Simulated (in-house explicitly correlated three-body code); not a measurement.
Computed with an exponentially correlated three-body code. Model: two electrons around a point charge, non-relativistic, variational in 260 exponentially correlated functions (energies converged to about 1e-7 hartree, or 1e-8 relative for large Z).

Command:
```bash
python run_hyl.py task.json out
```
Settings (lengths in bohr, energies in hartree):
```
Z                      9
screening              0.9
interaction_strength   1
functions              260
states_tried           13
```

Time taken, with all properties: 44 s on 1 thread of Intel(R) Xeon(R) Platinum 8375C CPU @ 2.90GHz (Ice Lake) (shared host).

**Those bound S and P states to n = 4 that converged, binding against the one-electron ion.**

Given: nuclear charge 9; Yukawa screening of all interactions 0.9 1/bohr.

Computed: one-electron threshold -32.9717005 hartree.

```tsv
term	energy (hartree)	binding (eV)
1 1S	-61.3265437	771.57
2 3S	-36.1404908	86.227
2 1S	-35.8710877	78.896
2 3P	?	?
2 1P	-35.4419456	67.219
3 3S	-33.10016	3.4956
3 1S	-33.0748659	2.8073
3 3P	-32.9787887	0.19288
```

What belongs in the row 2 3P?

energy (hartree): -35.6151356; binding (eV): 71.932.

**Converged states only, values per electron or pair (inverse distances are <exp(-kr)/r>).**

```tsv
term	mean r (bohr)	mean r squared (bohr²)	mean inverse r (1/bohr)	mean r12 (bohr)	mean inverse r12 (1/bohr)	mean cosine	mean p1 dot p2 (bohr⁻²)	delta r1 (bohr⁻³)	delta r12 (bohr⁻³)
1 1S	0.17557	0.041428	7.7938	0.25887	4.4637	-0.014573	1.0543	212.4	22.764
2 3S	0.4747	0.3784	4.657	0.80678	0.83093	-0.0040752	0.05791	124.1	-
2 1S	0.492	0.41147	4.6328	0.83409	1.038	-0.0060436	0.074844	123.38	3.2002
2 3P	?	?	?	?	?	?	?	?	-
2 1P	0.44245	0.33337	4.6094	0.73079	1.1517	0.040526	3.802	114.65	0.80186
3 3S	1.4741	4.6359	4.1245	2.7866	0.1078	-0.000462	0.0059099	115.45	-
3 1S	1.5705	5.3343	4.1171	2.9785	0.11876	-0.00062226	0.0073685	115.33	0.30911
3 3P	2.2128	13.566	4.0912	4.2627	0.072873	-0.0029926	-0.20132	114.41	-
```

What belongs in the row 2 3P?

mean r (bohr): 0.42896; mean r squared (bohr²): 0.31056; mean inverse r (1/bohr): 4.6282; mean r12 (bohr): 0.72456; mean inverse r12 (1/bohr): 1.0474; mean cosine: -0.059092; mean p1 dot p2 (bohr⁻²): -4.0569; delta r1 (bohr⁻³): 113.76.

**Electric-dipole lines between converged S and P states, rate of the upper state's decay.**

```
s state  p state  p minus s (eV)  oscillator strength from s  rate (1/s)
   1 1S     2 1P          704.36                     0.58604  4.2053e+12
   2 1S     2 1P               ?                           ?           ?
   3 1S     2 1P         -64.412                   -0.034904  6.2836e+09
   2 3S     2 3P          14.296                     0.17805  5.2629e+08
   2 3S     3 3P          86.034                    0.066855  7.1576e+09
   3 3S     2 3P         -68.436                   -0.038877  7.9008e+09
   3 3S     3 3P          3.3027                     0.68751  1.0847e+08
```

What belongs in the row 2 1S 2 1P?

p minus s (eV): 11.678; oscillator strength from s: 0.15703; rate (1/s): 3.0973e+08.

**Static dipole response.**

```tsv
state	polarisability (bohr³)
1 1S	0.001698
2 1S	0.89092
2 3S	0.67654
```
